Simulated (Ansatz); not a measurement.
`[OH][GaH][OH]` and `[OH][InH][OH]` differ in one element.

Ansatz, PBE0-D4/def2-TZVP geometries, multiplicity 1. Each molecule was computed in one conformer, which needn't be the lowest.

Elements past krypton have def2 core potentials. Scalar relativity is left out up to krypton.

| property | `[OH][GaH][OH]` |
| --- | --- |
| HOMO–LUMO gap (ωB97M-V/def2-TZVPP) / eV | 12.30 |
| LUMO energy (PBE/def2-TZVPP) / eV | -1.31 |
| LUMO energy (ωB97M-V/def2-TZVPP) / eV | 1.14 |
| zero-point energy (PBE0-D4/def2-TZVP) / kJ/mol | 89.4 |
| LUMO energy (B3LYP/def2-TZVPP) / eV | -0.84 |
| HOMO–LUMO gap (B3LYP/def2-TZVPP) / eV | 7.58 |

(1) What does the change do to each property? (Estimate.)

Results:

(1) Ansatz gave: 
```json
{"property": "HOMO–LUMO gap (ωB97M-V/def2-TZVPP) / eV", "`[OH][InH][OH]`": "11.08", "shift": "-1.22"}
{"property": "LUMO energy (PBE/def2-TZVPP) / eV", "`[OH][InH][OH]`": "-1.91", "shift": "-0.60"}
{"property": "LUMO energy (ωB97M-V/def2-TZVPP) / eV", "`[OH][InH][OH]`": "0.34", "shift": "-0.80"}
{"property": "zero-point energy (PBE0-D4/def2-TZVP) / kJ/mol", "`[OH][InH][OH]`": "84.6", "shift": "-4.8"}
{"property": "LUMO energy (B3LYP/def2-TZVPP) / eV", "`[OH][InH][OH]`": "-1.38", "shift": "-0.54"}
{"property": "HOMO–LUMO gap (B3LYP/def2-TZVPP) / eV", "`[OH][InH][OH]`": "6.62", "shift": "-0.96"}
```

With PBE0 the HOMO rises by 0.42 eV and the LUMO falls by 0.52 eV, so the gap narrows by about 0.94 eV. PBE moves the HOMO by 0.38 eV and ωB97M-V by 0.42 eV.

B3LYP here is the variant with VWN-RPA as its local correlation; programs differ in this.
